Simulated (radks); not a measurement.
Results of a calculation; reference values are marked as such.
All-electron atom: Ni2+ in [Ar] 3d8 (the NIST ground configuration).

Level of theory: scalar-relativistic Kohn-Sham, PW91, spin-polarised, spherical densities, finite nucleus; open shells are filled with parallel spins first; Fermi nuclear charge, rms radius 3.7757 fm (a radial shooting solver on a logarithmic mesh with Libxc functionals).

Energy parts (hartree):
| part | energy |
|---|---|
| total | -1519.96818 |
| kinetic | 1541.06688 |
| electron-nucleus | -3629.16274 |
| Hartree | 631.37969 |
| exchange-correlation | -63.25201 |

Orbitals (lengths in bohr, moments of r in powers of bohr):
orbital,occ.,eigenvalue (hartree),<r^4>
1s up,1,-302.5822,0.00003982
1s down,1,-302.5823,0.00003982
2s up,1,-36.81709,0.008740
2s down,1,-36.77615,0.008713
2p up,3,-31.78061,0.006568
2p down,3,-31.74968,0.006540
3s up,1,-4.84264,0.6517
3s down,1,-4.75953,0.6581
3p up,3,-3.38676,0.8984
3p down,3,-3.30538,0.9142
3d up,5,-1.07966,3.689
3d down,3,-1.00473,4.202

The highest occupied level is 3d down at -27.340 eV. The electron density at the nucleus is 1.978e+04 e/bohr^3 (large components only). Summed over all electrons, <r^2> = 15.86 bohr^2, which gives a Langevin (diamagnetic) susceptibility term of -12.6 x 10^-6 cm^3/mol.
